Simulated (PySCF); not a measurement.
# One molecule, several mistakes: AlBCH6N

These are calculations, not measurements. They come from PySCF 2.14.0, an open-source quantum chemistry program, on an isolated molecule that a program drew, which may never have been made. The molecule is AlBCH6N (charge 0, doublet), drawn as the SMILES string `[CH2]B[NH][AlH2]`.

Each row is a Hartree-Fock (HF) and frozen-core CCSD(T) single point in the cc-pV(D+d)Z basis, meant for a local HF minimum. Run 1 is clean. Each other run has one planted mistake out of seven kinds, and not every kind appears here: one electron removed, one electron added, multiplicity raised by two, geometry at a saddle point, minimal basis STO-3G, one bond length entered in bohr, all coordinates scaled. The reference is restricted for singlets and unrestricted otherwise, and also for a bond in bohr. Adding or removing an electron swaps singlet and doublet. Electrons count all cores. HOMO and LUMO are orbital energies over both spins, the gradient is its largest component, and the lowest frequency (negative if imaginary) is given only where the gradient is small. Bond lengths are over the 9 bonds as drawn. T1 is the CCSD diagnostic: over 0.02 (restricted) or 0.045 (unrestricted) a single reference is doubtful.

Geometry of the clean run:
```xyz
10
AlBCH6N, angstrom
C    -0.7499   -1.9543    0.0278
B     0.2438   -0.7850    0.2766
N    -0.1416    0.4572    0.8569
Al   -1.7134    1.0895    1.4589
H    -1.8084   -1.9209    0.2711
H    -0.4236   -2.8903   -0.4150
H     1.4002   -0.9361   -0.0375
H     0.6316    1.0949    0.9415
H    -1.7037    2.5546    2.0440
H    -3.0173    0.2118    1.3962
```

| run | electrons | basis functions | <S^2> | HOMO (eV) | LUMO (eV) | gradient (hartree/bohr) | lowest frequency (cm^-1) | mean bond (Å) | longest bond (Å) | T1 | HF (hartree) | CCSD(T) (hartree) | mistake |
|---|---|---|---|---|---|---|---|---|---|---|---|---|---|
| 1 | 37 | 95 | 0.760 | -9.98 | 1.50 | 3.6e-05 | 161 | 1.3681 | 1.798 | 0.0148 | -362.45234 | -362.94976 | no fault |
| 2 | 37 | 30 | 0.766 | -8.09 | 6.45 | 4.2e-02 | - | 1.3681 | 1.798 | 0.0204 | -358.05781 | -358.27017 | minimal basis STO-3G |
| 3 | 36 | 95 | 0.000 | -15.72 | -6.97 | 6.9e-02 | - | 1.3681 | 1.798 | 0.0349 | -362.14135 | -362.63132 | one electron removed |
| 4 | 37 | 95 | 1.554 | -8.34 | 1.04 | 1.1e-02 | - | 1.5241 | 2.981 | 0.0567 | -362.35014 | -362.83947 | one bond length entered in bohr |
| 5 | 38 | 95 | 0.000 | -0.62 | 5.61 | 9.2e-02 | - | 1.3681 | 1.798 | 0.0326 | -362.41464 | -362.96495 | ? |

**Which mistake was planted in run 5, and what did it cost?**

It counts 38 electrons, one more than the clean run, at the same geometry and basis. So the mistake is: one electron added. Subtracting run 1 and multiplying by 627.51 kcal/mol a hartree, the energy moved by 23.7 kcal/mol in HF and -9.5 kcal/mol in CCSD(T).

Cautions from the logs. Run 3: T1 is over the limit, so its CCSD(T) energy is less reliable; run 4: T1 is over the limit, so its CCSD(T) energy is less reliable; run 5: T1 is over the limit, so its CCSD(T) energy is less reliable.
